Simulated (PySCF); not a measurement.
A run for PySCF: R-HF/STO-3G on AlFHI (SMILES [F][AlH][I]), a point of a bond scan (R = 1.871 Å).

```python
from pyscf import gto, scf, dft, mp
from pyscf.data.elements import chemcore

mol = gto.M(
    atom='''
    Al   -0.15957705   -0.93431310   -1.31851792
    F    -1.73146193   -1.33495906   -1.60854745
    H     1.16989549   -1.56618215   -2.47349060
    I     0.31527061    0.48342589    0.63959727
    ''',
    basis='sto-3g',
    charge=0, spin=0, verbose=3, max_memory=1800)
mf = scf.RHF(mol)
mf.conv_tol = 1e-8
mf.max_cycle = 100
mf.kernel()
if not mf.converged:
    mf = mf.newton().run(mf.mo_coeff, mf.mo_occ)
```

The log:

```
converged SCF energy = -7188.3866755801
```

The run converged.

Cost: very roughly 0.4 core-seconds.
